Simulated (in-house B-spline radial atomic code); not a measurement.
**BLYP excitations of Kr VII (Kr6+)**

Method: BLYP. Computed with a B-spline radial code for spherical atoms: linear response of the closed shell [Ar] 3d10 4s2 with the functional's adiabatic kernel; scalar-relativistic (spin-free one-electron X2C), finite nucleus, no spin-orbit coupling, no double excitations, S, P, D and F terms only; shells from n = 2 respond. Only terms of natural parity with L up to 3 were computed.

Command:
```bash
python run_td.py task.json out
```
Settings (radii: box in bohr, nucleus in fm):
```
Z                        36
electrons                30
configuration            [Ar] 3d10 4s2
hamiltonian              x2c
method                   b88,lyp
box_radius               14.35
rms_radius               4.1884
intervals                70
```

Cost of the run: 0.6 s on 1 thread of AMD EPYC 9R14 (Zen 4), with other jobs on the host.

The lowest states, in the order of their Tamm-Dancoff energies; the method's threshold (minus the highest occupied level) is 102.46 eV. Labels give the largest channel, * marks a mixed state, and oscillator strengths are full-response dipole values. Semilocal kernels can invert the small singlet-triplet splittings of Rydberg terms. Energies in eV:

```csv
state,full response,Tamm-Dancoff,oscillator strength
4s → 4p 3P,15.598,15.749,-
4s → 4p 1P,21.946,22.747,1.54
4s → 4d 3D,42.06,42.12,-
4s → 4d 1D,44.71,44.74,-
4s → 5s 3S,?,?,-
4s → 5s 1S,55.26,55.31,-
4s → 5p 3P,60.35,60.36,-
4s → 5p 1P,61.13,61.18,0.0867
4s → 4f 3F,63.62,63.66,-
4s → 4f 1F,?,?,-
4s → 5d 3D,70.54,70.55,-
4s → 5d 1D,71.04,71.05,-
4s → 6s 3S,74.86,74.87,-
4s → 6s 1S,75.32,75.34,-
4s → 6p 3P,77.80,77.81,-
4s → 6p 1P,78.09,78.11,0.0396
```

Question: Where does 4s → 5s 3S lie?

Answer: At 53.76 eV in full response, 53.76 eV in Tamm-Dancoff.

Question: Where does 4s → 4f 1F lie?

Answer: At 64.84 eV in full response, 64.84 eV in Tamm-Dancoff.

Question: How large is the singlet-triplet splitting of 4s → 4p (P terms) in Tamm-Dancoff?

Answer: 7 eV, from the unrounded values.

Question: What polarisabilities and dispersion coefficient does the method give?

Answer: Dipole 2.636 bohr³, quadrupole 3.022 bohr⁵, C6 5.056 hartree·bohr⁶ for two such species.
